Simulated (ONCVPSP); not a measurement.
## Transferability test, ONCV potential for B (Z = 5)

```
Element                 : boron
Generator               : ONCVPSP 4.0.1
Type                    : optimised norm-conserving Vanderbilt (ONCV)
Functional              : PBE
Relativity              : scalar-relativistic
Frozen core             : [He]
Valence charge          : 3
Reference configuration : 2s2 2p1
Partial waves           : 2s: rc 1.40 bohr, ncon 5, nbas 10, qcut 4 1/bohr, 2 projectors, debl 2.8 Ha; 2p: rc 3.25 bohr, ncon 4, nbas 7, qcut 5.2 1/bohr, 1 projector
Local potential         : polynomial inside 1.20 bohr (lpopt 5, dvloc0 0 Ha)
Core correction         : none
```

Energies are relative to the spin-unpolarised reference configuration 2s2 2p1; without spin polarisation the order of configurations can differ from experiment.

```
valence configuration  charge  ΔE all-electron (eV)  error AE − PS (meV)
              2s2 2p0      +1                 8.219                  +87
              2s1 2p0      +2                33.642                 +278
            2s2 2p0.5    +0.5                 2.887                  +12
```

Question: What are ΔE and the potential's error for 2s0 2p3?

Answer: ΔE = 11.721 eV all-electron; the error (AE − PS) is -47 meV.
